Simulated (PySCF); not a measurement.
## Circular dichroism: `FC(F)[C@@H]1[GeH2][CH2][C@@H]1S`, C4H8F2GeS

Molfile (atoms numbered from 1):
```
C4H8F2GeS
     RDKit          3D

 16 16  0  0  0  0  0  0  0  0999 V2000
    1.2414   -2.0045    1.6576 F   0  0  0  0  0  0  0  0  0  0  0  0
    1.2188   -1.1361    0.6163 C   0  0  0  0  0  0  0  0  0  0  0  0
    0.7420   -1.8621   -0.4365 F   0  0  0  0  0  0  0  0  0  0  0  0
    0.2779   -0.0045    0.9300 C   0  0  2  0  0  0  0  0  0  0  0  0
   -1.5851   -0.6264    0.5101 Ge  0  0  0  0  0  4  0  0  0  0  0  0
   -0.9814    0.4523   -1.0556 C   0  0  0  0  0  0  0  0  0  0  0  0
    0.1480    1.0293   -0.1936 C   0  0  2  0  0  0  0  0  0  0  0  0
    1.7179    1.3534   -1.0974 S   0  0  0  0  0  0  0  0  0  0  0  0
    2.2544   -0.8467    0.3857 H   0  0  0  0  0  0  0  0  0  0  0  0
    0.5819    0.4239    1.8844 H   0  0  0  0  0  0  0  0  0  0  0  0
   -1.8257   -2.1021    0.4044 H   0  0  0  0  0  0  0  0  0  0  0  0
   -2.6384    0.0210    1.3744 H   0  0  0  0  0  0  0  0  0  0  0  0
   -1.6219    1.2114   -1.4991 H   0  0  0  0  0  0  0  0  0  0  0  0
   -0.5867   -0.1781   -1.8507 H   0  0  0  0  0  0  0  0  0  0  0  0
   -0.1509    1.9850    0.2422 H   0  0  0  0  0  0  0  0  0  0  0  0
    1.2000    2.2930   -1.8835 H   0  0  0  0  0  0  0  0  0  0  0  0
  1  2  1  0
  2  3  1  0
  2  4  1  0
  4  5  1  0
  5  6  1  0
  6  7  1  0
  7  8  1  0
  7  4  1  0
  2  9  1  0
  4 10  1  1
  5 11  1  0
  5 12  1  0
  6 13  1  0
  6 14  1  0
  7 15  1  1
  8 16  1  0
M  END
```

The calculation used TDDFT LC-wPBE/def2-SVPD circular dichroism and optical rotation, one conformer, gas phase in PySCF. Geometry: GFN2-xTB.

The molecule is flexible and this is one conformer; a measurement averages over conformers. The calculation is non-relativistic, which matters for the atoms heavier than Zn.

(1) What are the CIP labels of the stereocentres?

(2) Which excitations and rotatory strengths does the calculation give?

Answers

(1) C4 S, C7 S.

(2) Rotatory strengths R in 10⁻⁴⁰ esu² cm², velocity form and length form (origin at the centre of mass); f in length form.
| state | E (eV) | λ (nm) | f | R (velocity) | R (length) | main |
| --- | --- | --- | --- | --- | --- | --- |
| 1 | 5.71 | 217 | 0.0003 | -0.7 | -1.4 | HOMO→LUMO+2 0.25, HOMO→LUMO+3 0.23 |
| 2 | 6.58 | 188 | 0.036 | +3.2 | +3.4 | HOMO→LUMO+1 0.68, HOMO→LUMO 0.15 |
| 3 | 7.47 | 166 | 0.054 | -1.3 | -2.9 | HOMO→LUMO 0.26, HOMO→LUMO+2 0.21 |
| 4 | 7.82 | 159 | 0.015 | -10.0 | -8.1 | HOMO→LUMO+5 0.36, HOMO→LUMO+2 0.22 |
| 5 | 8.00 | 155 | 0.070 | -5.0 | -7.7 | HOMO−1→LUMO+2 0.38, HOMO−1→LUMO 0.20 |
| 6 | 8.08 | 153 | 0.104 | +23.4 | +23.3 | HOMO→LUMO+4 0.71 |
| 7 | 8.20 | 151 | 0.120 | +75.2 | +75.1 | HOMO−2→LUMO+2 0.29, HOMO→LUMO+6 0.14 |
| 8 | 8.29 | 150 | 0.003 | +29.0 | +26.4 | HOMO−1→LUMO+2 0.23, HOMO−2→LUMO+1 0.18 |
| 9 | 8.38 | 148 | 0.126 | -141.9 | -144.2 | HOMO→LUMO+3 0.22, HOMO−1→LUMO+3 0.12 |
| 10 | 8.41 | 147 | 0.033 | -104.7 | -101.1 | HOMO−1→LUMO+1 0.25, HOMO−1→LUMO 0.11 |
| 11 | 8.50 | 146 | 0.018 | +26.9 | +27.6 | HOMO−2→LUMO+2 0.12, HOMO−1→LUMO+2 0.11 |
| 12 | 8.57 | 145 | 0.016 | +21.2 | +21.3 | HOMO−2→LUMO 0.35 |
| 13 | 8.60 | 144 | 0.046 | +31.1 | +29.6 | HOMO−4→LUMO+2 0.16, HOMO−4→LUMO 0.13 |
| 14 | 8.68 | 143 | 0.015 | +21.0 | +21.3 | HOMO→LUMO+7 0.25, HOMO−2→LUMO+3 0.10 |
| 15 | 8.71 | 142 | 0.167 | +41.0 | +41.6 | HOMO−1→LUMO+3 0.31, HOMO−1→LUMO+1 0.18 |
| 16 | 8.79 | 141 | 0.098 | +2.9 | +2.4 | HOMO−2→LUMO+1 0.25, HOMO→LUMO+7 0.08 |

Among the states computed, the strongest CD band (largest |R|) is state 9. The largest dissymmetry factor in size, g = 4R/(D+G), with D and G the electric and magnetic dipole strengths, is +0.1 for state 8 (velocity form, f = 0.004), among bands with |R| over 0.5. The mirror image has the same energies and oscillator strengths and all R with the opposite sign.
